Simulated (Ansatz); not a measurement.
Species: SiHCl, charge 0, triplet. This triplet is an excited state, 1.5 eV above the singlet at CCSD(T)/cc-pV(5+d)Z (Ansatz, a first-principles code). SiHCl (SMILES Cl[SiH], triplet).
B3LYP-D3(BJ)/def2-TZVP minimum from Ansatz:
```xyz
3

Si     0.8439    -0.2114     0.6354
H      2.0691    -0.5813    -0.1310
Cl    -0.8167     0.2083    -0.5156
```
Charge 0, spin multiplicity 3.

Hartree-Fock and CCSD correlation energies in hartree (Ansatz). UHF or UKS for unpaired electrons; spin-orbit terms are left out. Correlated methods leave the cores frozen. No relativity. The spin of HClSi ([SiH]Cl, triplet) was assumed, and the state is the lowest solution found for it.

| basis | X | E(HF) | E(corr, CCSD) |
|---|---|---|---|
| cc-pV(T+d)Z | 3 | -749.01603 | -0.29818 |
| cc-pV(Q+d)Z | 4 | -749.02281 | -0.32183 |
| cc-pV(5+d)Z | 5 | -749.02401 | withheld |

### Question
Fit E(corr) = E∞ + A/X³ to X = 3 and 4, predict X = 5, and compare with the run.

### Answer
A = (-0.29818 - (-0.32183))/(1/27 - 1/64) = 1.1045; E∞ = -0.32183 - A/64 = -0.33909; at X = 5, E∞ + A/125 = -0.33025. The run gave -0.32963, 0.62 mEh above the prediction. The same form on X = 4 and 5 gives E∞ = -0.33781, 1.27 mEh above the first estimate.
